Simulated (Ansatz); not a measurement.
A nudged elastic band was laid between two geometries of C$_{2}$H$_{5}$NO$_{2}$Si (11 atoms, charge 0, multiplicity 1).

Computed with RKS r2SCANh/def2-SVP in Ansatz.

```
movable images  : 9
climbing image  : yes
spring          : 5.0 eV/Å²
optimiser       : quadratic models (default)
start path      : through a guess of the saddle point
force threshold : 0.05 eV/Å
iteration limit : 35
end points      : relaxed
```

Initial state:

```xyz
11
Properties=species:S:1:pos:R:3
C -0.343 -0.847 1.265
Si 0.381 0.061 -0.171
O 1.986 0.354 -0.015
N -0.150 -0.345 -1.806
C -0.747 0.790 -1.736
O -0.547 1.494 -0.581
H 0.121 -1.837 1.381
H -1.422 -0.991 1.113
H -0.203 -0.290 2.203
H 2.398 0.297 0.850
H -1.407 1.256 -2.483
```

Final state:

```xyz
11
Properties=species:S:1:pos:R:3
C -0.354 -0.821 1.278
Si 0.372 0.014 -0.201
O 2.009 0.084 -0.171
N -0.337 -0.278 -1.793
C -0.765 0.925 -1.659
O -0.379 1.569 -0.516
H -0.064 -0.311 2.209
H -0.025 -1.868 1.344
H -1.451 -0.811 1.214
H 2.474 -0.053 0.658
H -1.416 1.493 -2.342
```

(1) What changes between the two ends?

(2) Give the energies along the band, and the barrier.

(3) What is the geometry of the highest image?

(4) What are the harmonic wavenumbers there?

The band took 16 iterations and of the order of 22 core-minutes.

Answers

(1) No bond is made or broken. The dihedral H7–C1–Si2–O6 goes from 169 to -71°. The two ends are copies of one structure, up to a mirror image or an exchange of like atoms.

(2) It converged. The highest image is number 5 of 0 to 10, 0.043 eV above the ends, which have the same energy within 2 meV. A vibrational analysis at the climbing image gives one clearly imaginary mode, 131i cm⁻¹: a first-order saddle point.

```csv
image,path coordinate (Å),energy (eV),dihedral H7–C1–Si2–O6 (°)
0,0.00,0.000,169
1,0.35,0.004,-180
2,0.69,0.014,-168
3,1.04,0.027,-156
4,1.38,0.038,-144
5,1.71,0.043,-132
6,2.07,0.038,-120
7,2.42,0.027,-108
8,2.77,0.014,-95
9,3.12,0.004,-83
10,3.47,0.000,-71
```

(3) 
```xyz
11
Properties=species:S:1:pos:R:3
C -0.346 -0.845 1.279
Si 0.378 0.012 -0.197
O 2.014 0.099 -0.181
N -0.326 -0.274 -1.792
C -0.771 0.922 -1.649
O -0.400 1.561 -0.500
H 0.415 -1.223 1.975
H -0.954 -1.699 0.946
H -1.008 -0.157 1.822
H 2.485 0.060 0.654
H -1.422 1.487 -2.335
```

(4) 131i, 169, 193, 223, 262, 287, 472, 554, 610, 717, 754, 768, 844, 945, 1004, 1007, 1146, 1271, 1312, 1429, 1439, 1622, 3068, 3145, 3176, 3180, 3948 cm⁻¹.

The run took 11 min on 2 threads of Arm Neoverse V1 (shared host), peak memory 0.32 GiB.
